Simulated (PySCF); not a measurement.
## Energy of F⁺ (fluorine, charge +1) between two integer charges

The 2p beta orbital of [He] 2s2 2p4 is emptied in steps (occupation f), with all orbitals relaxed, ending at [He] 2s2 2p3. All numbers are calculated (PySCF 2.14, no relativity, point nucleus, in aug-pcseg-2). The exact energy is a straight line in f; departures are measured from the line between the end points of the same method.

Among UHF, LDA, PBE, PBE0, r2SCAN, LC-wPBE, BHandHLYP, wB97X, TPSS, MN15, which shows the largest delocalisation error (convex curve), and which is closest to linear?

Most convex: LDA (-2.304 eV at f = 0.5); closest to linear: UHF (0.508 eV).

```
   f  UHF (eV)  LDA (eV)  PBE (eV)  PBE0 (eV)  r2SCAN (eV)  LC-wPBE (eV)  BHandHLYP (eV)  wB97X (eV)  TPSS (eV)  MN15 (eV)
   1     0.000     0.000     0.000      0.000        0.000         0.000           0.000       0.000      0.000      0.000
0.75     0.398    -1.721    -1.693     -1.174       -1.510        -0.678          -0.678      -0.683     -1.597     -0.995
 0.5     0.508    -2.304    -2.258     -1.562       -1.994        -0.898          -0.913      -0.901     -2.114     -1.321
0.25     0.366    -1.729    -1.686     -1.164       -1.479        -0.662          -0.692      -0.660     -1.564     -0.981
   0     0.000     0.000     0.000      0.000        0.000         0.000           0.000       0.000      0.000      0.000
```

```
   method  E(f=0) − E(f=1) (eV)  −ε at f=1 (eV)  −ε at f=0.5 (eV)
      UHF                33.457          35.684            33.371
      LDA                35.301          26.177            35.278
      PBE                35.473          26.472            35.490
     PBE0                35.307          29.056            35.331
   r2SCAN                35.182          27.067            35.266
  LC-wPBE                35.617          32.000            35.659
BHandHLYP                35.244          31.672            35.207
    wB97X                35.229          31.580            35.286
     TPSS                35.529          26.988            35.616
     MN15                35.367          30.055            35.403
```

Reference removal energy between the ground levels: 34.971 eV (measured; NIST Atomic Spectra Database, ionization energies). The calculation has no spin-orbit coupling. UHF lacks correlation.
